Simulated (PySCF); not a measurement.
C5H9NO2 (charge -1 and doublet state).
Structure used (GFN2-xTB), in Å, numbered top down from 1:
```xyz
17
C5H9NO2 angstrom
C     -2.225   -1.229   -0.356
O     -1.975    0.143   -0.513
C     -0.704    0.504   -0.004
C      0.058    1.575   -0.736
C      0.568    0.078   -0.715
C      1.734   -0.429   -0.032
N      1.958    0.108    1.316
O      2.637   -1.167   -0.592
H     -3.170   -1.445   -0.860
H     -2.310   -1.496    0.707
H     -1.424   -1.832   -0.796
H     -0.676    0.526    1.085
H     -0.385    1.944   -1.650
H      0.546    2.330   -0.137
H      0.412   -0.404   -1.676
H      2.122    1.120    1.274
H      2.825   -0.313    1.643
```

The hyperfine couplings belong to this conformer and change with its torsions.

As a line formula: `CO[C@@H]1C[C@H]1[C](N)[O-]` [radical] (charge -1).

Theory: PySCF, UKS B3LYP, pcH-1 on C H N O, non-relativistic, mean-field spin-orbit, GIAO. Whether the extra electron is bound in the gas phase wasn't checked; a finite basis holds it in any case. The geometry wasn't refined by DFT: couplings that depend on bond lengths, twists or pyramidal angles can differ widely from those at the functional's own minimum, by a factor of two or more for some ions and for spin on atoms past the first row. The SCF solution wasn't tested for stability.

Task: Match the computed a_iso(17O) values -33.1, +0.8 MHz with the sites O2; O8.

Result: 
| site | a_iso (MHz) | ρ(0) (bohr⁻³) | position | distance from C6 (Å) | spin population | largest \|T\| (MHz) |
| --- | --- | --- | --- | --- | --- | --- |
| O2 | +0.8 | -0.0013 | 3 bonds from C6 | 3.78 | 0.00 | 1.7 |
| O8 | -33.1 | +0.0546 | 1 bond from C6 | 1.29 | +0.27 | 100.5 |

Task: Match the computed a_iso(13C) values +97.6, +70.3, +31.1, -14.8 MHz with the sites C3; C4; C5; C6.

Result: 
```json
{"site": "C3", "a_iso (MHz)": "+31.1", "ρ(0) (bohr⁻³)": "+0.0276", "position": "2 bonds from C6", "distance from C6 (Å)": "2.61", "spin population": "+0.04", "largest |T| (MHz)": "14.1"}
{"site": "C4", "a_iso (MHz)": "+97.6", "ρ(0) (bohr⁻³)": "+0.0868", "position": "2 bonds from C6", "distance from C6 (Å)": "2.71", "spin population": "+0.13", "largest |T| (MHz)": "22.2"}
{"site": "C5", "a_iso (MHz)": "-14.8", "ρ(0) (bohr⁻³)": "-0.0132", "position": "1 bond from C6", "distance from C6 (Å)": "1.44", "spin population": "-0.02", "largest |T| (MHz)": "3.0"}
{"site": "C6", "a_iso (MHz)": "+70.3", "ρ(0) (bohr⁻³)": "+0.0625", "position": "largest spin population", "distance from C6 (Å)": "0.00", "spin population": "+0.48", "largest |T| (MHz)": "96.3"}
```

ρ(0) is the spin density at the nucleus and T the dipolar tensor; entries for several nuclei are means. The largest Mulliken spin populations are on C6 (+0.48), O8 (+0.27), C4 (+0.13) and H16 (+0.09).

Examples of negative spin density at the nucleus (bohr⁻³): C5 (-0.0132), H14 (-0.0017) and O2 (-0.0013).

Nuclei that the bonding pattern makes equivalent are averaged, as if the motion that swaps them (rotation, inversion, ring flip) were fast. The 1H value of +36.8 MHz is a mean of couplings from -1.2 to 74.7 MHz in this one geometry, not an average over conformers.

The SMILES `CO[C@@H]1C[C@H]1[C](N)[O-]` draws the unpaired electron on C6, whose computed spin population is only +0.48.
